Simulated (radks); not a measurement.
All-electron atom: Mn+ in [Ar] 3d4 4s2 (not the ground configuration). Calculated with a radial shooting solver on a logarithmic mesh with Libxc functionals: Dirac Kohn-Sham, PBE, spin-unpolarised, spherical densities, point nucleus; open shells fill j = l - 1/2 first.

Normalised radial functions P(r) = r R(r) (large component), r in bohr:

```
   r/bohr * 2p1/2 (the largest magnitude, 1.96, reaches the edge; | marks zero)
 0.002014 *
 0.002623 *
 0.003415 *
 0.004483 *
 0.005837 |*
 0.007601 |*
 0.009897 |*
  0.01289 | *
  0.01692 |  *
  0.02203 |    *
  0.02868 |       *
  0.03735 |           *
  0.04863 |                 *
  0.06383 |                         *
  0.08312 |                                  *
   0.1082 |                                           *
   0.1409 |                                                   *
    0.185 |                                                      *
   0.2409 |                                                   *
   0.3136 |                                         *
   0.4084 |                           *
   0.5318 |              *
    0.698 |     *
   0.9089 |*
    1.184 *
    1.541 *
    2.007 *
    2.634 *
     3.43 *
    4.466 *
    5.815 *
    7.572 *
```

2p1/2: eigenvalue -652.34 eV, 0 radial nodes, <r> = 0.245 bohr, 90 % of the charge inside 0.402 bohr.
